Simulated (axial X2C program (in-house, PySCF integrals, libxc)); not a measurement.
# GeBr⁻: from the spin-free to the two-component result

Calculated with an in-house relativistic program for diatomic molecules. Spin-free means the one-electron spin-free X2C Hamiltonian; two-component (2c) means X2C with spin–orbit coupling and atomic mean-field two-electron Coulomb and Gaunt terms, so the difference of the two also holds small scalar two-electron terms. Basis: Br dyall-acv3z [9s10p7d5f1g], Ge dyall-acv3z [10s10p8d5f1g] (cores contracted in-house); Gaussian nuclei, density fitting, unrestricted open shells. Masses: Br 78.918 u, Ge 73.921 u.

Spin-free state: M_S = 1, Λ = 0 (beyond evenly filled blocks: π+α, π-α); fragments Br- + Ge.

```csv
level,Re (Å),ωe (cm⁻¹),De (eV),μ (D)
PBE0,2.516,200.8,1.737,-1.23
HF,2.606,169.6,1.135,-0.24
MP2,2.537,197.6,1.582,n/a
CCSD,2.553,191.4,1.541,n/a
CCSD(T),2.550,193.8,1.583,n/a
PBEsol,2.495,207.5,1.997,-1.66
```

Correlated methods: 12 electrons correlated (number of frozen shells: Br 3 s, 2 p, 1 d; Ge 3 s, 2 p, 1 d), 312 virtual spin orbitals or spinors in MP2, 89 natural virtuals in coupled cluster.

Dipoles are positive if Ge is the positive end and refer to the centre of mass.

Two-component determinant lowest at the distance of the search:

Ω = 1 (⟨Sz⟩ = 1.00, ⟨Lz⟩ = 0.00 at HF); fragments Br- + Ge.

| level | Re (Å) | ωe (cm⁻¹) | μ (D) |
| --- | --- | --- | --- |
| PBE0 | 2.518 | 200.4 | -1.23 |
| HF | 2.607 | 169.0 | -0.24 |
| MP2 | 2.538 | 197.3 | n/a |
| CCSD | 2.554 | 191.0 | n/a |
| CCSD(T) | 2.552 | 193.3 | n/a |
| PBEsol | 2.496 | 207.0 | -1.67 |

(1) From the two tables, how do the constants change at the CCSD(T) level (2c against spin-free)?

One determinant describes the state; a PBE0 search over occupations chose it and may have missed a lower one. De is counted from the lowest determinant-based energies of the atoms at the same level, without counterpoise correction. De is not given where an atomic determinant may have missed its ground term or J level, or where the truncated virtual space spoils (T). Density functionals use the spin component along the axis (collinear). Coupled cluster ran in a truncated set of natural virtual spinors; the MP2 energy of the rest was added. (T) has no such correction and the atoms are truncated less, which lowers De at CCSD(T) by a hundredth of an eV or more. Other states lie close and PBE0, whose exact exchange favours high spin, may order them wrongly; the determinant shown need not be the ground state. The nearest other spin-free determinant of the search, M_S = 0, Λ = 2, lies 0.72 eV up at the distance of the search. The functionals have no current-density term, which raises determinants with orbital currents, atoms included. With several unpaired electrons one determinant need not be a pure state. Open-shell Ω = 0 determinants with evenly filled partner blocks cannot be reached by this program, so the Ω shown need not be the lowest component. This is the Ω = 1 component of a π² triplet; the 0⁺ component is not one determinant and can lie lowest. The highest occupied level of some functionals is positive through self-interaction error; at Hartree–Fock it is bound. With the outer-core shells frozen, correlated bond lengths of heavy atoms tend to come out a few hundredths of an ångström too long. Hartree–Fock gets electron affinities wrong, so its lowest charge split need not be the true one.

Results:

(1) At the CCSD(T) level Re rises by 0.002 Å and ωe drops by 0.5 cm⁻¹.
